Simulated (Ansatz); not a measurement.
`CC[SiH](N)F`, 13 atoms. Charge 0, multiplicity 1. All runs use 4 threads of an Arm Neoverse V2 on a shared host. Correlated methods freeze the cores.

Q: Give the basis size and wall time and peak host memory of each of these runs in Ansatz. RKS ωB97M-V/def2-SVP energy; RKS CAM-B3LYP-D4/def2-TZVPP energy; RKS PBE0-D4/def2-SVP energy; RHF-CCSD(T)/def2-TZVPP energy; RKS BHLYP-D4/def2-TZVPP energy; RHF-MP2/def2-QZVPP energy; RKS B2PLYP (frozen core)/def2-TZVPP energy; RKS ωB97M-V/def2-QZVPP energy; RHF-CCSD(T)/def2-SVP energy; direct RPA on PBE orbitals/def2-TZVPP energy; RKS PBE0-D4/def2-TZVP relaxation (8 steps); RKS PBE0-D4/def2-TZVP frequencies. (Estimate.)

A: The calculation gave: Other jobs shared the machine, so times are rough.

```tsv
level	job	functions	wall time	peak host memory (GiB)
RKS PBE0-D4/def2-SVP	energy	114	1.1 s	0.25
RKS BHLYP-D4/def2-TZVPP	energy	278	3.4 s	0.72
RKS CAM-B3LYP-D4/def2-TZVPP	energy	278	3.8 s	0.8
RKS ωB97M-V/def2-SVP	energy	114	4.2 s	0.35
RKS B2PLYP (frozen core)/def2-TZVPP	energy	278	6 s	0.76
direct RPA on PBE orbitals/def2-TZVPP	energy	278	6.5 s	0.71
RHF-CCSD(T)/def2-SVP	energy	114	7 s	0.61
RKS ωB97M-V/def2-QZVPP	energy	538	22 s	2.5
RHF-MP2/def2-QZVPP	energy	538	28 s	3.8
RKS PBE0-D4/def2-TZVP	relaxation (8 steps)	209	30 s	0.55
RKS PBE0-D4/def2-TZVP	frequencies	209	3.1 min	0.55
RHF-CCSD(T)/def2-TZVPP	energy	278	4.3 min	8
```
